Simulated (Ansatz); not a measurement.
Molecule: COW, charge 0, multiplicity 5. The spin state was set by rule; other spins were not relaxed. 
Geometry from a B3LYP-D3(BJ)/def2-TZVP (Ansatz, a quantum-chemistry and plane-wave program) optimisation:
SMILES: [O+]#[C-]->[W]
```xyz
3

W      0.0000     0.0000    -0.4123
O      0.0000     0.0000     2.6797
C      0.0000     0.0000     1.5119
```
Charge 0, spin multiplicity 5.

Total electronic energies in hartree. Correlated levels leave the core frozen unless marked. Open shells are spin-unrestricted. Spin-orbit coupling is left out. Frozen are the shells of the preceding noble gas and the d and f shells that filled before the atom's block. Past Kr the def2 sets carry scalar-relativistic core potentials. Basis-set limits of correlation are two-point, X^-3; Hartree-Fock from the larger set. [CCSD(T)-MP2]/basis is that difference in the basis named.

The UHF reference is spin-contaminated (<S^2> 0.60 over the pure value in the largest basis). The T1 diagnostic of CCSD in the largest basis is 0.059, which is high, so the coupled-cluster rows are less sure than usual.

```tsv
level	program	energy (Eh)
HF/def2-TZVPP	Ansatz	-179.10922
RI-HF/def2-TZVPPD	Ansatz	-179.10992
r2SCANh-D4/def2-TZVPD	Ansatz + dftd4	-180.29294
r2SCAN0/def2-TZVPD	Ansatz	-180.24658
HSE06/def2-TZVPD	Ansatz	-180.19890
B2GP-PLYP/def2-TZVPD	Ansatz	-179.97434
CCSD/def2-TZVPPD	Ansatz	-179.60121
CCSD(T)/def2-TZVPP	Ansatz	-179.62640
RI-MP2/CBS(def2-TZVPPD,def2-QZVPPD)+[CCSD(T)-MP2]/def2-TZVPPD	Ansatz	-179.6889
```

Totals of different functionals don't rank their quality; only differences between species are comparable.
